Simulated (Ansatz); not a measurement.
Cost and result up the ladder for Cu5H5 (10 atoms). Charge 0, multiplicity 1. Geometry: PBE-D4/def2-SVP.

```xyz
10

Cu    0.850   -0.060    1.832
Cu   -1.126   -1.043   -1.305
Cu    0.800    1.813    0.371
Cu   -0.160    1.098   -1.690
Cu   -0.358   -1.821    0.803
H    -1.488   -2.231   -0.273
H     0.616    2.392   -1.123
H     1.095    1.532    1.934
H     0.728   -1.664    1.990
H    -0.959   -0.017   -2.539
```

Ansatz on 4 threads of Arm Neoverse V2 on a shared host. Times are rough, and most runs start from the orbitals of an earlier one. PBE0-D4/def2-TZVPD serves as the yardstick here, not as an exact answer. Differences are given only for rows in sets of like size (and for xTB, whose basis is part of the method), since another set adds its own error. Binding counts from free atoms at the same level (Cu doublet, H doublet; other spins of the atoms weren't run), without zero-point energy or a counterpoise term.

The 6-31G sets use Cartesian d functions. B3LYP takes the VWN-RPA correlation. HSE06 is defined as in plane-wave codes, on full-range PBE exchange. Correlated methods freeze 45 core orbitals. The rows differ in basis, and correlated rows in double-zeta sets carry the largest basis error. Another isomer (singlet) lies 0.02 eV lower at PBE0-D4/def2-TZVP.

Correlated methods converge slowly with the basis, most of all in double-zeta sets.

```tsv
level	functions	wall time	binding energy per atom (eV)	difference from PBE0-D4/def2-TZVPD (eV)
HF/6-31G	155	3 s	2.00	–
PBE-D4/def2-SVP	180	3.7 s	2.58	–
PBE-D4/def2-TZVP	255	5.5 s	2.33	0.12
B3LYP-D4/6-31G	155	5.5 s	2.83	–
PBE0-D4/def2-SVP	180	7 s	2.38	–
PBE-D4/def2-TZVPD	285	7.5 s	2.34	0.13
HF/def2-TZVP	255	8 s	1.30	-0.91
HSE06-D4/def2-TZVP	255	11 s	2.20	-0.01
MP2/def2-TZVP	255	12 s	2.21	0.00
r2SCAN-D4/def2-TZVP	255	13 s	2.41	0.20
PBE0-D4/def2-TZVP (with forces)	255	15 s	2.21	-0.01
r2SCAN-D4/def2-TZVPD	285	16 s	2.42	0.21
PBE0-D4/def2-TZVPD	285	18 s	2.21	0.00
CCSD(T)/def2-SVP	180	86 s	2.25	–
```
